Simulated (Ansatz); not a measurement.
System: C₄H₂BrO (charge 0, doublet). It need not be the lowest isomer of its formula. 
Geometry from a B3LYP-D3(BJ)/def2-TZVP (Ansatz, a first-principles code) optimisation:
```xyz
8

Br     1.4172    -0.3689     0.1812
C     -0.3347     0.2201    -0.0639
C     -0.8382     1.4613    -0.3041
C     -2.2353     1.2283    -0.3882
C     -2.5075    -0.0744    -0.2054
O     -1.3037    -0.7241     0.0018
H     -0.2879     2.3791    -0.4019
H     -3.3890    -0.6862    -0.1848
```
Charge 0, spin multiplicity 2.

Total electronic energies in hartree. Cores are frozen in the correlated levels unless marked. Open shells are spin-unrestricted. Spin-orbit coupling is left out. Frozen are the shells of the preceding noble gas and the d and f shells that filled before the atom's block. Non-relativistic. CBS marks a two-point X^-3 extrapolation of the correlation energy; Hartree-Fock from the larger set.

The UHF reference is spin-contaminated (<S^2> 0.36 over the pure value in the largest basis). 

```tsv
level	program	energy (Eh)
PBE0-D3(BJ)/def2-TZVP	Ansatz + dftd3	-2802.41287
BHLYP-D3(BJ)/def2-TZVPD	Ansatz + dftd3	-2802.83121
BHLYP/def2-TZVPD	Ansatz	-2802.82028
LC-wPBE-D3(BJ)/def2-TZVPD	Ansatz + dftd3	-2802.45483
wB97X-V/def2-TZVPD	Ansatz	-2802.65683
SCS-MP2/cc-pVQZ	Ansatz	-2800.95064
CCSD/cc-pVTZ	Ansatz	-2800.92365
CCSD/cc-pVQZ	Ansatz	-2801.00556
CCSD(T)/CBS(cc-pVTZ,cc-pVQZ)	Ansatz	-2801.1141
```

Totals of different functionals don't rank their quality; only differences between species are comparable.
